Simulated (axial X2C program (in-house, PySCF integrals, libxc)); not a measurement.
**ScCl: from the spin-free to the two-component result**

Calculated with an axial X2C code built on PySCF integrals. Spin-free means the one-electron spin-free X2C Hamiltonian; two-component (2c) means X2C with spin–orbit coupling and atomic mean-field two-electron Coulomb and Gaunt terms, so the difference of the two also holds small scalar two-electron terms. Basis: Sc dyall-cv3z [10s11p7d5f2g], Cl dyall-av3z [9s8p3d2f] (cores contracted in-house); Gaussian nuclei, density fitting, unrestricted open shells. Masses: Sc 44.956 u, Cl 34.969 u.

Spin-free state: M_S = 1, Λ = 2 (beyond evenly filled blocks: σα, δ+α); fragments Sc + Cl.

```json
{"level": "PBE0", "Re (Å)": "2.309", "ωe (cm⁻¹)": "402.1", "De (eV)": "4.611", "μ (D)": "-3.87"}
{"level": "HF", "Re (Å)": "2.404", "ωe (cm⁻¹)": "376.1", "De (eV)": "3.831", "μ (D)": "-3.71"}
{"level": "MP2", "Re (Å)": "2.382", "ωe (cm⁻¹)": "377.9", "De (eV)": "4.551", "μ (D)": "n/a"}
{"level": "CCSD", "Re (Å)": "2.378", "ωe (cm⁻¹)": "380.9", "De (eV)": "4.145", "μ (D)": "n/a"}
{"level": "CCSD(T)", "Re (Å)": "2.377", "ωe (cm⁻¹)": "380.0", "De (eV)": "4.224", "μ (D)": "n/a"}
{"level": "TPSSh", "Re (Å)": "2.307", "ωe (cm⁻¹)": "402.3", "De (eV)": "4.585", "μ (D)": "-3.98"}
```

Correlated methods: 10 electrons correlated (number of frozen shells: Sc 3 s, 2 p; Cl 2 s, 1 p), 300 virtual spin orbitals or spinors in MP2, 90 natural virtuals in coupled cluster.

Dipoles are positive if Cl is the positive end.

Two-component determinant lowest at the distance of the search:

Ω = 1 (⟨Sz⟩ = -1.00, ⟨Lz⟩ = 2.00 at HF); fragments Sc + Cl.

| level | Re (Å) | ωe (cm⁻¹) | De (eV) | μ (D) |
| --- | --- | --- | --- | --- |
| PBE0 | 2.310 | 402.0 | 4.615 | -3.87 |
| HF | 2.404 | 375.9 | 3.772 | -3.71 |
| MP2 | 2.383 | 377.8 | 4.514 | n/a |
| CCSD | 2.378 | 380.7 | 4.108 | n/a |
| CCSD(T) | 2.377 | 379.9 | 4.188 | n/a |
| TPSSh | 2.308 | 402.2 | 4.591 | -3.98 |

**Question.** From the two tables, how do the constants change at the CCSD(T) level (2c against spin-free)?

**Answer.** At the CCSD(T) level Re is unchanged within 0.001 Å and ωe stays the same within 0.2 cm⁻¹; De changes by -0.036 eV.

The state is one determinant whose occupation by symmetry is held fixed; it was picked as the lowest of a PBE0 search that is not exhaustive. Dissociation energies refer to the lowest single-determinant-based atoms at the same level and basis. Density functionals use the spin component along the axis (collinear). Coupled cluster ran in a truncated set of natural virtual spinors; the MP2 energy of the rest was added. (T) has no such correction and the atoms are truncated less, which lowers De at CCSD(T) by a hundredth of an eV or more. In 2c an atomic determinant is not the ground J level, so De misses part of the atomic spin–orbit lowering. This holds for PBE0, TPSSh. PBE0 can misorder states that lie within some tenths of an eV, so this need not be the ground state of the molecule. The nearest other spin-free determinant of the search, M_S = 0, Λ = 0, lies 0.20 eV up at the distance of the search. The functionals have no current-density term, which raises determinants with orbital currents, atoms included. With several unpaired electrons one determinant need not be a pure state. The outer-core s and p shells of the metal are frozen in the correlated rows, which leaves out core–valence correlation; for alkali and alkaline-earth bonds that tends to lengthen them.
